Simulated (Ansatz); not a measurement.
Mulliken charges of H6S2Si2, SMILES `[SiH3][SiH2]SS` from PBE/def2-TZVPP in Ansatz (PBE0-D4/def2-TZVP geometry).

```json
{"atom": "Si1", "x (Å)": "0.229", "y (Å)": "1.989", "z (Å)": "0.287", "charge (e)": "0.092"}
{"atom": "Si2", "x (Å)": "-0.522", "y (Å)": "-0.211", "z (Å)": "-0.016", "charge (e)": "0.234"}
{"atom": "S3", "x (Å)": "1.166", "y (Å)": "-1.494", "z (Å)": "0.329", "charge (e)": "-0.152"}
{"atom": "S4", "x (Å)": "0.251", "y (Å)": "-3.326", "z (Å)": "0.072", "charge (e)": "-0.119"}
{"atom": "H5", "x (Å)": "1.319", "y (Å)": "2.295", "z (Å)": "-0.675", "charge (e)": "-0.033"}
{"atom": "H6", "x (Å)": "0.734", "y (Å)": "2.173", "z (Å)": "1.673", "charge (e)": "-0.031"}
{"atom": "H7", "x (Å)": "-0.901", "y (Å)": "2.927", "z (Å)": "0.054", "charge (e)": "-0.037"}
{"atom": "H8", "x (Å)": "-1.610", "y (Å)": "-0.547", "z (Å)": "0.938", "charge (e)": "-0.037"}
{"atom": "H9", "x (Å)": "-1.023", "y (Å)": "-0.414", "z (Å)": "-1.402", "charge (e)": "-0.045"}
{"atom": "H10", "x (Å)": "0.439", "y (Å)": "-3.443", "z (Å)": "-1.256", "charge (e)": "0.126"}
```

Problem. By hand: the dipole of these point charges (1 e Å = 4.8032 D).

Solution. Σ q r = (-0.180, 0.110, -0.197) e Å, of length 0.289 e Å = 1.39 D.

Problem. How does the dipole of the full density compare? (Estimate.)

Solution. The calculation gave: (-0.111, 0.087, -0.187) e Å, 1.13 D; the point charges give 1.23 times that, at 11° from its direction.

Point charges leave out the atoms' own dipoles, such as those of lone pairs, and Mulliken's split depends on the basis, so the two needn't agree.
